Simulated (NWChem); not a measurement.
ZnHSBr; SMILES [Zn]([Br])[SH]

```xyz
4

Zn     0.0156     0.5040     0.0000
Br     0.0046    -1.7336     0.0000
S      0.0423     2.6753     0.0000
H     -1.3087     2.7486     0.0000
```
Atoms are numbered in this order, from 1.

Results from NWChem. Pople sets run with spherical d functions. Structure relaxed at the PBE0/def2-SVP level. Level PBE/6-31G*: energy and gradient on several grids; changes count from the extra-fine grid, which is no exact limit either.

```json
[
 {"grid": "xcoarse", "size of the energy change (μHa)": "200", "largest change of a gradient component (μHa/bohr)": "700"},
 {"grid": "coarse", "size of the energy change (μHa)": "< 10", "largest change of a gradient component (μHa/bohr)": "500"},
 {"grid": "medium", "size of the energy change (μHa)": "< 10", "largest change of a gradient component (μHa/bohr)": "70"},
 {"grid": "fine", "size of the energy change (μHa)": "< 10", "largest change of a gradient component (μHa/bohr)": "< 30"},
 {"grid": "xfine", "size of the energy change (μHa)": "< 10", "largest change of a gradient component (μHa/bohr)": "< 30"}
]
```
